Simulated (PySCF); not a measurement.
## Correlation energy of Sr (strontium, neutral)

[Kr] 5p2, high-spin 3P determinant (an excited configuration). Calculation: PySCF 2.14, in aug-cc-pwCVTZ-X2C with one added diffuse shell each of s, p, d, f type (11s10p8d4f, 109 functions); scalar relativity by spin-free X2C-1e. Frozen: [Kr]; 2 electrons correlated.

With two correlated electrons CCSD is exact within the correlated space (frozen core and kept virtual orbitals).

```
level  correlation energy (mhartree)
 CCSD                         -16.52
```

Diagnostics: T1 = 0.023, D1 = 0.0324, largest double amplitude 0.269.

A double-excitation amplitude exceeds 0.15, a sign of near-degeneracy.

Cost of the coupled-cluster step: roughly 50 core-seconds, for 2 correlated electrons.
